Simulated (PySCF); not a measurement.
[Nd(H2O)5]3+ at several levels of theory

Computed with PySCF 2.14.0 (density fitting, no spin-orbit coupling) at the geometry relaxed with BP86:

```xyz
16
[Nd(H2O)5]3+ (singlet in the valence; each metal's 4f electrons, 3 of them, lie in its core potential, out of spins and levels)
Nd   -0.0219    0.0000    0.0000
O    -0.3970    0.0434    2.3863
H    -0.5049    0.8317    2.9754
H    -0.5056   -0.7209    3.0068
O    -0.3970   -0.0433   -2.3863
H    -0.5050   -0.8316   -2.9754
H    -0.5055    0.7209   -3.0068
O     2.3544   -0.0001    0.0000
H     2.9682    0.0091   -0.7790
H     2.9682   -0.0093    0.7790
O    -0.9081    2.2332   -0.0417
H    -0.4111    3.0910   -0.0564
H    -1.8582    2.5174   -0.0516
O    -0.9083   -2.2331    0.0417
H    -1.8584   -2.5173    0.0516
H    -0.4114   -3.0910    0.0564
```

| level | basis | state | HOMO (eV) | gap (eV) | charge on Nd1 (e) | population of f-type functions on Nd1 (polarisation alone where 4f lies in the core) | dipole about the centre of mass (D) | largest force component (eV/Å) |
| --- | --- | --- | --- | --- | --- | --- | --- | --- |
| BP86 | Nd lcecp-1-SVP with ECP49, O def2-SVP, H def2-SVP | singlet | -21.15 | 6.07 | 1.42 | 0.06 | 0.10 | 0.02 |
| r2SCAN | the same | singlet | -21.51 | 6.77 | 1.58 | 0.06 | 0.10 | 0.43 |
| revPBE | the same | singlet | -21.00 | 6.11 | 1.45 | 0.06 | 0.09 | 0.21 |
| M06-L | the same | singlet | -21.50 | 6.88 | 1.74 | 0.05 | 0.09 | 0.67 |
| BP86 | Nd lcecp-1-TZVP with ECP49, O def2-TZVP, H def2-TZVP | singlet | -21.24 | 6.18 | 2.05 | 0.08 | 0.07 | 0.36 |

In the lcecp rows the 4f levels are missing from HOMO and gap, and the state counts the valence alone.

Charges are Mulliken's, which hang on the basis. The relaxation used the grid (50, 194), these runs (75, 302) or, all-electron (x2c bases, spin-free X2C Hamiltonian), (99, 590).

Problem. What does PBE with Nd lcecp-1-SVP with ECP49, O def2-SVP, H def2-SVP give here?

Solution. state singlet, HOMO (eV) -21.04, gap (eV) 6.06, charge on Nd1 (e) 1.40, population of f-type functions on Nd1 (polarisation alone where 4f lies in the core) 0.06, dipole about the centre of mass (D) 0.10, largest force component (eV/Å) 0.06. Time: 21 s on 4 threads of Arm Neoverse V1, on a shared host, from an already converged density.

An lcecp potential fixes the number of 4f electrons, so in runs with it no electron can move into or out of that shell.
